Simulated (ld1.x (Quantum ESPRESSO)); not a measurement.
# sulfur: excitation energies, all-electron against TM

ld1.x (Quantum ESPRESSO) 7.5 input, shortened:

```
&input
   title='S', zed=16., rel=1, dft='BLYP', iswitch=3,
   config='[Ne] 3s2 3p4 3d-2'
 /
 &inputp
   pseudotype=2, tm=.true., lloc=0,
   nlcc=.false.
 /
3
3P  2  1   4.00   0.00  1.40  1.40  0.0
3D  3  2  -2.00  -0.05  1.30  1.30  0.0
3S  1  0   2.00   0.00  1.35  1.35  0.0
 &test
   configts(1)='3s2 3p4'
 /
```

Energies are relative to the spin-unpolarised reference configuration 3s2 3p4; without spin polarisation the order of configurations can differ from experiment.

**Question.** Give the all-electron excitation energy and the error of the potential for: 3s2 3p3; 3s2 3p2; 3s2 3p1; 3s1 3p4; 3s2 3p3.5; 3s2 3p0; 3s1 3p5.

**Answer.**

```json
{"valence configuration": "3s2 3p3", "charge": "+1", "ΔE all-electron (eV)": "11.619", "error AE − PS (meV)": "+3.6"}
{"valence configuration": "3s2 3p2", "charge": "+2", "ΔE all-electron (eV)": "33.756", "error AE − PS (meV)": "+27"}
{"valence configuration": "3s2 3p1", "charge": "+3", "ΔE all-electron (eV)": "67.683", "error AE − PS (meV)": "+101"}
{"valence configuration": "3s1 3p4", "charge": "+1", "ΔE all-electron (eV)": "22.494", "error AE − PS (meV)": "+8.0"}
{"valence configuration": "3s2 3p3.5", "charge": "+0.5", "ΔE all-electron (eV)": "4.586", "error AE − PS (meV)": "+0.5"}
{"valence configuration": "3s2 3p0", "charge": "+4", "ΔE all-electron (eV)": "114.445", "error AE − PS (meV)": "+288"}
{"valence configuration": "3s1 3p5", "charge": "0", "ΔE all-electron (eV)": "10.316", "error AE − PS (meV)": "+1.1"}
```

ld1.x printed “convergence not achieved” for 7 of the counted tests; their residual had stalled under 1e-8, short of the target of 1e-14.
